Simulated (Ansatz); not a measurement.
Basis-set extrapolation for C$_{3}$H$_{6}$AlF (`C/[C]([AlH2])=C\F`) (PBE0-D4/def2-TZVP geometry, frozen core, Ansatz). Multiplicity 1, RHF reference.

|  | def2-TZVPP | def2-QZVPP |
| --- | --- | --- |
| HF | -458.512740 | -458.529543 |
| MP2 correlation | -0.821998 | -0.883376 |
| CCSD(T) correlation | -0.895596 | not run |

Energies in hartree. Use E(X) = E(∞) + A·exp(−7.88·√X) for Hartree–Fock and E(X) = E(∞) + B·X^(−2.97) for correlation, with X = 3 and 4, and add CCSD(T) minus MP2 of the smaller set to the MP2 limit.

What is the CCSD(T) energy at the basis-set limit?

HF limit: -458.529543 + (-0.016803) × 0.13774 = -458.53186. MP2 limit: -0.883376 + (-0.061378) × 0.74074 = -0.92884. Higher-order term: -0.895596 − (-0.821998) = -0.07360. Total: -459.53430 hartree, 330.7 kJ/mol below CCSD(T)/def2-TZVPP.
